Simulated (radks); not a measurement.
Values are calculated unless marked as measured or tabulated.
All-electron atom: the nickel ion Ni2+ in [Ar] 3d5.5 4s2 4p0.5 (fractional occupations, a model configuration).

Level of theory: non-relativistic Kohn-Sham, PBE, spin-unpolarised, spherical densities, point nucleus (a radial shooting solver on a logarithmic mesh with Libxc functionals).

Energy parts (hartree):
part                       energy
total                 -1505.66350
kinetic                1504.61874
electron-nucleus      -3556.16135
Hartree                 607.07740
exchange-correlation    -61.19829

Orbitals (lengths in bohr, moments of r in powers of bohr; r(90%) holds 90 % of the orbital's charge):
orbital	occ.	eigenvalue (hartree)	r(90%)
1s	2	-300.0575	0.0977
2s	2	-37.03421	0.384
2p	6	-32.53239	0.354
3s	2	-5.47202	1.10
3p	6	-4.08195	1.16
3d	5.5	-1.75591	1.39
4s	2	-1.00865	3.11
4p	0.5	-0.72373	3.65

The highest occupied level is 4p at -19.694 eV. The density falls to 0.001 e/bohr^3 at r = 3.77 bohr. Summed over all electrons, <r^2> = 24.32 bohr^2, which gives a Langevin (diamagnetic) susceptibility term of -19.3 x 10^-6 cm^3/mol. Virial ratio -V/T = 2.00069.
